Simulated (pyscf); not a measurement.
`[PH][InH2]` [doublet] -> `[PH2][InH]` [doublet], a hydrogen shift (doublet surface; H–In broken, H–P formed). Single points on ωB97X-D3(BJ)/def2-SVP structures (PySCF, gas phase). Correlated levels are frozen-core, on RHF or UHF. ΔMP2 is the change of the MP2 total energy from the triple- to the quadruple-zeta basis. Energies in kcal/mol from the reactant's lowest minimum found.

AM1 to PM7: differences of heats of formation from MOPAC. Open shells are spin-unrestricted. 

Quick PM7 single points give ΔE‡ = 38.1 kcal/mol and ΔE = -56.5 kcal/mol. What does CCSD(T)/def2-TZVPP + ΔMP2(QZVPP) give, and how far is the quick result from it?

CCSD(T)/def2-TZVPP + ΔMP2(QZVPP) gives ΔE‡ = 23.8 kcal/mol and ΔE = -13.7 kcal/mol. PM7 lies 14.3 kcal/mol over it in the barrier and 42.8 kcal/mol under it in the reaction energy, so on this step it does not hold to within 3.0 kcal/mol. CCSD(T)/def2-TZVPP + ΔMP2(QZVPP) has limits of its own. One saddle was located; it need not be the lowest between these sides. The CCSD(T) − MP2 part came from Ansatz, without density fitting, on the same reference. The frozen core leaves the outer d or s,p core shells of the metals and heavy elements correlated in the MP2 and CC values, and def2-TZVPP describes them poorly, which can shift differences by a few kcal/mol. Elements past Kr carry the def2 core potentials, without spin-orbit coupling.
